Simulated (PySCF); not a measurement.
Excitations are Tamm–Dancoff values on a coarser integration grid. The basis has no diffuse functions, so Rydberg states are missing or too high.

Species: C$_{5}$H$_{5}$F, SMILES `FC1=CC=CC1` (charge 0, multiplicity 1).

Q: Predict the brightest of the four lowest singlets (TDA), S1 oscillator strength, HOMO, HOMO–LUMO gap, LUMO, S1 excitation (TDA), S1–T1 gap (TDA) and dipole moment from TPSSh-D3(BJ)/def2-TZVP // B3LYP-D3(BJ)/def2-TZVP run with PySCF.

A: 
| Property | Result |
|---|---|
| brightest of the four lowest singlets (TDA) | 5.28 eV |
| S1 oscillator strength | 0.113 |
| HOMO | -5.67 eV |
| HOMO–LUMO gap | 4.67 eV |
| LUMO | -0.99 eV |
| S1 excitation (TDA) | 5.28 eV |
| S1–T1 gap (TDA) | 2.24 eV |
| dipole moment | 1.18 D |
